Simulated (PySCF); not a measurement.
Input for PySCF: R-M06-2X/6-31G* on AsH3 (SMILES [AsH3]).

```python
from pyscf import gto, scf, dft, mp
from pyscf.data.elements import chemcore

mol = gto.M(
    atom='''
    As   -0.03965920   -0.63653520    3.97773864
    H    -1.50907004   -0.87840107    3.65932360
    H    -0.24686617    0.86812482    4.08297267
    H    -0.26637516   -0.83720666    5.47526886
    ''',
    basis='6-31g*',
    cart=True,
    charge=0, spin=0, verbose=3, max_memory=1800)
mf = dft.RKS(mol, xc='m062x')
mf.conv_tol = 1e-8
mf.max_cycle = 100
mf.kernel()
if not mf.converged:
    mf = mf.newton().run(mf.mo_coeff, mf.mo_occ)
```

It printed:

```
converged SCF energy = -2237.36101440633
```

Self-consistency was reached.

Cost: about 0.7 core-seconds (a rough figure).
